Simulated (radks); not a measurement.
The numbers below are computed, except where a source is named.
Valence configurations of the silicon ion Si+ (all share [Ne]). Code: a radial shooting solver on a logarithmic mesh with Libxc functionals. Model: scalar-relativistic Kohn-Sham, PBE, spin-polarised, spherical densities, point nucleus; open shells are filled with parallel spins first. Order these by energy: 3s1 3p2; 3s2 3p1; 3s1.5 3p1.5; 3p3.

Answer. From the lowest, in eV above it: 3s2 3p1 0.000; 3s1.5 3p1.5 2.858; 3s1 3p2 5.181; 3p3 12.819. NIST lists [Ne] 3s2 3p1 as the ground configuration; this level of theory agrees among the configurations tried. The energies are those of spherical high-spin densities, not of single terms.
